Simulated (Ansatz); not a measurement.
Relaxation of a periodic cell of 17 atoms, Ba16B (host Ba, host structure bcc, interstitial B), to a largest force component of 0.08 eV/Å in at most 25 steps.

The calculation used DFT PBE, scalar-relativistic, plane waves, PAW (Ansatz 0.2.0). Settings: accuracy low, cutoff 420 eV, k mesh 2x2x2, fermi-dirac smearing 0.15 eV, no spin polarisation.

```xyz
17
Lattice="10.0400 0.0000 0.0000 0.0000 10.0400 0.0000 0.0000 0.0000 10.0400" Properties=species:S:1:pos:R:3:forces:R:3
Ba 0.000 0.000 0.000 -0.16 0.00 -0.07
Ba 5.020 0.000 0.000 0.10 0.00 -0.18
Ba 0.000 5.020 0.000 0.03 0.00 0.05
Ba 0.000 0.000 5.020 -0.16 0.00 0.07
Ba 2.510 2.510 2.510 -0.03 0.05 0.00
Ba 5.020 5.020 0.000 -0.07 0.00 0.08
Ba 5.020 0.000 5.020 0.08 0.00 0.15
Ba 7.530 2.510 2.510 0.07 0.08 0.00
Ba 0.000 5.020 5.020 0.03 0.00 -0.05
Ba 2.510 7.530 2.510 -0.03 -0.05 0.00
Ba 2.510 2.510 7.530 0.14 -0.05 0.00
Ba 5.020 5.020 5.020 -0.07 0.00 -0.08
Ba 7.530 7.530 2.510 0.07 -0.08 0.00
Ba 7.530 2.510 7.530 -0.09 -0.19 0.00
Ba 2.510 7.530 7.530 0.16 0.06 0.00
Ba 7.530 7.530 7.530 0.01 -0.02 0.00
B 6.314 -0.052 7.522 -0.06 0.20 0.03
```

Problem. Where does it end, and by what steps?

Solution. The forces met the threshold. The force dipped under the threshold on the way, but the program's further checks kept it going. Limits of this set-up: coarse k mesh, odd electron count without spin, a small cell, in which the defect meets its images, low accuracy level. After 10 steps the energy has fallen by 0.221 eV; Ba1 moved furthest, 0.43 Å.

```tsv
step	energy less start (eV)	largest force component (eV/Å)	accepted
0	0.0000	0.203	yes
1	-0.0565	0.113	yes
2	-0.1405	0.173	yes
3	-0.2148	0.057	yes
4	-0.2148	0.057	yes
5	-0.2169	0.023	yes
6	-0.2179	0.012	yes
7	-0.2180	0.013	yes
8	-0.2182	0.016	yes
9	-0.2185	0.021	yes
10	-0.2208	0.040	yes
```

```xyz
17
Lattice="10.0400 0.0000 0.0000 0.0000 10.0400 0.0000 0.0000 0.0000 10.0400" Properties=species:S:1:pos:R:3
Ba -0.337 -0.003 -0.271
Ba 5.253 -0.003 0.098
Ba 0.190 5.018 -0.174
Ba -0.337 -0.003 5.289
Ba 2.319 2.314 2.510
Ba 4.823 5.017 0.208
Ba 5.253 -0.003 4.921
Ba 7.717 2.709 2.509
Ba 0.190 5.018 5.193
Ba 2.320 7.719 2.510
Ba 2.802 2.271 7.529
Ba 4.823 5.017 4.811
Ba 7.716 7.324 2.509
Ba 7.319 2.659 7.530
Ba 2.799 7.760 7.529
Ba 7.318 7.375 7.530
B 6.387 -0.001 7.530
```

Time of the run: 98 s on 4 threads of Intel(R) Xeon(R) Platinum 8488C (Sapphire Rapids), on a shared host, peak memory 3.2 GiB.
